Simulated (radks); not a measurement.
Values are calculated unless marked as measured or tabulated.
Species: the xenon ion Xe+. Configuration: [Kr] 4d9 5s2 5p5 5d1 (not the ground configuration). Level of theory: scalar-relativistic Kohn-Sham, SCAN, spin-unpolarised, spherical densities, finite nucleus; meta-GGA in the generalised Kohn-Sham scheme; Fermi nuclear charge, rms radius 4.7859 fm (a radial shooting solver on a logarithmic mesh with Libxc functionals).

Normalised radial functions P(r) = r R(r), r in bohr:

```
   r/bohr * 4d, o 5s, + 5d (the largest magnitude, 1.19, reaches the edge; | marks zero, & curves that meet)
 0.001082                             &o
 0.001479                             &o
 0.002004                             &o
 0.002738                             &o
 0.003711                             & o
 0.005069                             & o
  0.00687                             &  o
 0.009386                             &  o
  0.01272                             &  o
  0.01738                             &  o
  0.02355                             & o
  0.03217                             &*
  0.04361                           o + *
  0.05957                         o   |+  *
  0.08074                        o    | +    *
   0.1103                          o  |  +       *
   0.1495                             | o+          *
   0.2042                             |  +   o      *
   0.2768                             | +  o  *
   0.3781                        * o +|
   0.5124          *        o    +    |
   0.7001  *                   o +    |
   0.9488     *                     + |    o
    1.296               *             |   +             o
    1.757                       *     |         +         o
      2.4                           * |           o+
    3.252                             *    o      +
    4.443                             *o       +
    6.022                             &    +
    8.227                             & +
    11.15                             &
    15.23                             &
```

4d: eigenvalue -81.034 eV, 1 radial node at r = 0.343 bohr, <r> = 0.860 bohr, 90 % of the charge inside 1.30 bohr. 5s: eigenvalue -34.623 eV, 4 radial nodes at r = 0.0330, 0.131, 0.348, 0.846 bohr, <r> = 1.76 bohr, 90 % of the charge inside 2.54 bohr. 5d: eigenvalue -5.419 eV, 2 radial nodes at r = 0.333, 1.07 bohr, <r> = 3.48 bohr, 90 % of the charge inside 5.48 bohr.
